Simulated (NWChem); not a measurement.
System: C$_{2}$H$_{3}$Cl$_{2}$Ga; SMILES C=[CH][Ga]([Cl])[Cl]

Output (shortened):

```
             Northwest Computational Chemistry Package (NWChem) 7.3.0
             --------------------------------------------------------

 CS  symmetry detected

                             Geometry "geometry" -> ""
                             -------------------------

 Output coordinates in angstroms (scale by  1.889725989 to convert to a.u.)

  No.       Tag          Charge          X              Y              Z
 ---- ---------------- ---------- -------------- -------------- --------------
    1 Ga                  31.0000    -0.12531394     0.07638741     0.00000000
    2 Cl                  17.0000    -0.39166319     2.21657853     0.00000000
    3 Cl                  17.0000     1.92527122    -0.61241247     0.00000000
    4 C                    6.0000    -1.57119044    -1.21946100     0.00000000
    5 C                    6.0000    -1.29729170    -2.53945787     0.00000000
    6 H                    1.0000    -2.61650572    -0.86500225     0.00000000
    7 H                    1.0000    -2.09830121    -3.30057437     0.00000000
    8 H                    1.0000    -0.26090470    -2.91974286     0.00000000

 Effective nuclear repulsion energy (a.u.)     496.7078859525

      Symmetry information
      --------------------

 Group name             Cs
 Group number              2
 Group order               2
 No. of unique centers     8

                                 NWChem DFT Module
                                 -----------------

 Summary of "ao basis" -> "ao basis" (spherical)
 ------------------------------------------------------------------------------
       Tag                 Description            Shells   Functions and Types
 ---------------- ------------------------------  ------  ---------------------
 Ga                         def2-svp                12       32   5s4p3d
 Cl                         def2-svp                 8       18   4s3p1d
 C                          def2-svp                 6       14   3s2p1d
 H                          def2-svp                 3        5   2s1p

      Symmetry analysis of basis
      --------------------------

        a'         80
        a"         31

            General Information
            -------------------
          SCF calculation type: DFT
          Wavefunction type:  closed shell.
          No. of atoms     :     8
          No. of electrons :    80
           Alpha electrons :    40
            Beta electrons :    40
          Charge           :     0
          Spin multiplicity:     1
          Use of symmetry is: on ; symmetry adaption is: on
          Maximum number of iterations: 200
          AO basis - number of functions:   111
                     number of shells:    49
          Convergence on energy requested:  1.00D-06
          Convergence on density requested:  1.00D-05
          Convergence on gradient requested:  5.00D-04

              XC Information
              --------------
                      r^2SCAN Method XC Functional
               r^2SCAN metaGGA Exchange Functional  1.000
                     r^2SCAN Correlation Potential  1.000

             Grid Information
             ----------------
          Grid used for XC integration:  medium
          Radial quadrature: Mura-Knowles
          Angular quadrature: Lebedev.
          Tag              B.-S. Rad. Rad. Pts. Rad. Cut. Ang. Pts.
          ---              ---------- --------- --------- ---------
          Ga                  1.30      112          11.0       590
          Cl                  1.00       88          13.0       590
          C                   0.70       49          11.0       434
          H                   0.35       45          12.0       434
          Grid pruning is: on
          Number of quadrature shells:   521
          Spatial weights used:  Erf1

      Superposition of Atomic Density Guess
      -------------------------------------

 Sum of atomic energies:       -2918.37035754

      Non-variational initial energy
      ------------------------------

 Total energy =   -2919.961708
 1-e energy   =   -5047.697063
 2-e energy   =    1631.027469
 HOMO         =      -0.344814
 LUMO         =      -0.032320

      Symmetry analysis of molecular orbitals - initial
      -------------------------------------------------

  Numbering of irreducible representations:

     1 a'          2 a"

  Orbital symmetries:

     1 a'          2 a'          3 a'          4 a'          5 a'
     6 a'          7 a"          8 a'          9 a'         10 a'
    11 a'         12 a'         13 a'         14 a'         15 a"
    16 a'         17 a"         18 a'         19 a'         20 a'
    21 a"         22 a'         23 a'         24 a'         25 a'
    26 a"         27 a"         28 a'         29 a'         30 a'
    31 a'         32 a'         33 a'         34 a'         35 a"
    36 a'         37 a"         38 a'         39 a"         40 a'
    41 a"         42 a'         43 a"         44 a'         45 a'
    46 a'         47 a'         48 a'         49 a'         50 a'

   convergence    iter        energy       DeltaE   RMS-Dens  Diis-err
 ---------------- ----- ----------------- --------- --------- ---------
 d= 0,ls=0.0,diis     1  -2922.5936655726 -3.42D+03  1.32D-02  4.95D-01
 d= 0,ls=0.0,diis     2  -2922.5659066085  2.78D-02  8.64D-03  5.74D-01
 d= 0,ls=0.0,diis     3  -2922.6482743335 -8.24D-02  2.25D-03  9.99D-02
 d= 0,ls=0.0,diis     4  -2922.6573993022 -9.12D-03  1.06D-03  2.19D-02
 d= 0,ls=0.0,diis     5  -2922.6596327605 -2.23D-03  3.41D-04  3.36D-03
  Resetting Diis
 d= 0,ls=0.0,diis     6  -2922.6600853623 -4.53D-04  4.78D-05  6.31D-05
 d= 0,ls=0.0,diis     7  -2922.6600906685 -5.31D-06  2.23D-05  1.34D-06
 d= 0,ls=0.0,diis     8  -2922.6600905423  1.26D-07  1.25D-05  2.70D-06
 d= 0,ls=0.0,diis     9  -2922.6600908328 -2.90D-07  2.37D-06  1.15D-07

         Total DFT energy =    -2922.660090832757
      One electron energy =    -5048.631559992259
           Coulomb energy =     1772.669309962857
    Exchange-Corr. energy =     -143.405726755816
 Nuclear repulsion energy =      496.707885952461

 Numeric. integr. density =       79.999996138435

                  Occupations of the irreducible representations
                  ----------------------------------------------

                     irrep           alpha         beta
                     --------     --------     --------
                     a'               31.0         31.0
                     a"                9.0          9.0

                       DFT Final Molecular Orbital Analysis
                       ------------------------------------

 Vector   38  Occ=2.000000D+00  E=-2.863055D-01  Symmetry=a'
              MO Center=  1.2D+00, -5.3D-02, -1.9D-15, r^2= 3.8D+00
   Bfn.  Coefficient  Atom+Function         Bfn.  Coefficient  Atom+Function
  ----- ------------  ---------------      ----- ------------  ---------------
    62      0.532182  3 Cl py                59      0.396063  3 Cl py
    43     -0.278573  2 Cl px                56      0.230833  3 Cl py
    40     -0.204814  2 Cl px                61      0.161827  3 Cl px
    37     -0.119409  2 Cl px                44      0.119105  2 Cl py
    58      0.115847  3 Cl px                71      0.110291  4 C  s

 Vector   39  Occ=2.000000D+00  E=-2.841113D-01  Symmetry=a"
              MO Center= -9.7D-01, -1.6D+00,  8.4D-16, r^2= 3.3D+00
   Bfn.  Coefficient  Atom+Function         Bfn.  Coefficient  Atom+Function
  ----- ------------  ---------------      ----- ------------  ---------------
    74      0.375348  4 C  pz                88      0.372051  5 C  pz
    77      0.258723  4 C  pz                91      0.242685  5 C  pz
    63     -0.235857  3 Cl pz                60     -0.171805  3 Cl pz
    45     -0.110011  2 Cl pz                57     -0.100406  3 Cl pz
    42     -0.081402  2 Cl pz                21     -0.048802  1 Ga d  1

 Vector   40  Occ=2.000000D+00  E=-2.839922D-01  Symmetry=a'
              MO Center= -4.2D-01,  7.1D-01,  1.8D-15, r^2= 5.2D+00
   Bfn.  Coefficient  Atom+Function         Bfn.  Coefficient  Atom+Function
  ----- ------------  ---------------      ----- ------------  ---------------
    43      0.450241  2 Cl px                40      0.337030  2 Cl px
    61      0.229040  3 Cl px                72      0.202091  4 C  px
    37      0.196053  2 Cl px                44      0.174300  2 Cl py
    58      0.169015  3 Cl px                71      0.162716  4 C  s
    73      0.152626  4 C  py                 4      0.144261  1 Ga s

[...]

                         DFT ENERGY GRADIENTS

    atom               coordinates                        gradient
                 x          y          z           x          y          z
   1 Ga     -0.236809   0.144351   0.000000   -0.000741   0.000157   0.000000
   2 Cl     -0.740136   4.188726   0.000000   -0.000671   0.005040   0.000000
   3 Cl      3.638235  -1.157292   0.000000    0.004768  -0.001673   0.000000
   4 C      -2.969119  -2.304447   0.000000   -0.001020   0.001460   0.000000
   5 C      -2.451526  -4.798880   0.000000    0.000614  -0.002038   0.000000
   6 H      -4.944479  -1.634617   0.000000   -0.003950   0.002119   0.000000
   7 H      -3.965214  -6.237181   0.000000   -0.003429  -0.003338   0.000000
   8 H      -0.493038  -5.517514   0.000000    0.004428  -0.001727   0.000000
```

Level: r2SCAN/def2-SVP. All runs use the structure optimised with PBE-D3(BJ)/def2-SVP.

Which NWChem input produces such a log?

This is not unique; one that fits is the input that was run:
```
start job
memory heap 200 mb stack 900 mb global 1100 mb
geometry units angstroms noautoz
  Ga    -0.151761     0.059287     0.000000
  Cl    -0.541336     2.180511     0.000000
  Cl     1.935200    -0.509869     0.000000
  C     -1.520341    -1.317946     0.000000
  C     -1.170624    -2.619910     0.000000
  H     -2.584392    -1.024483     0.000000
  H     -1.926314    -3.426041     0.000000
  H     -0.113994    -2.939672     0.000000
end
basis spherical
  Ga library def2-svp
  Cl library def2-svp
  C library def2-svp
  H library def2-svp
end
dft
  xc r2scan
  iterations 200
end
task dft gradient
```
